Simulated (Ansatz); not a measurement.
A run for Ansatz (an electronic-structure program): R-SVWN5/def2-TZVPP on CH4SSe (SMILES CS[SeH]), a point of a torsion scan.

Ansatz 0.2 input:
```yaml
crystal:
  periodic: [false, false, false]
  atoms:
    - {symbol: C, position_ang: [-0.89993623, -0.15074248, 0.07202306]}
    - {symbol: S, position_ang: [0.07359876, 1.37008183, -0.21276898]}
    - {symbol: Se, position_ang: [2.11527743, 0.67767557, -0.02263148]}
    - {symbol: H, position_ang: [-0.59208524, -0.92154122, -0.62691895]}
    - {symbol: H, position_ang: [-1.93384228, 0.12392441, -0.10635308]}
    - {symbol: H, position_ang: [-0.77333116, -0.48461762, 1.09671561]}
    - {symbol: H, position_ang: [2.28396760, 0.89591051, 1.41526154]}
basis:
  gaussian:
    orbitals: def2-TZVPP
hamiltonian:
  xc: {name: SVWN5}
scf: {lower_state_search: off}
```

Program output:

```
WARN ansatz: RAYON_NUM_THREADS=1 ignored (pool sized by the plan → 1); use --threads N
Functional definition: SVWN5
these checks for a lower state are left out or cut short: stability, starts, cluster_reference, orbital_swaps, neighbouring_geometries, increment
integrals: 0.09 GiB planned
1087 factors; their error is unknown
mean field: 0.63 GiB planned
mean field evaluation 1: about -77139.6902 eV, gradient 6.1e1 eV
mean field evaluation 2: about -77123.4720 eV, gradient 9.1e1 eV
mean field evaluation 4: about -77147.6499 eV, gradient 9.7e0 eV
mean field evaluation 8: about -77147.9023 eV, gradient 2.4e-1 eV
mean field evaluation 16: about -77147.8625 eV, gradient 2.8e-4 eV
mean field -77147.86254832 eV, -2835.1316559512 hartree, gradient 1.6e-6 eV, S^2 0.000000; 0 other end points of the search recorded, 0 dependent functions left out
reference -77147.86258106 eV, -2835.1316571547 hartree; 30, 30 occupied and 147, 147 virtual orbitals, 1087 factors
Total energy: -77147.86258106 eV, -2835.1316571547 hartree
Checks for a lower state left out: stability, starts, cluster_reference, orbital_swaps, neighbouring_geometries, increment
```

The run converged.

Cost: about 2.5 core-seconds (a rough figure).
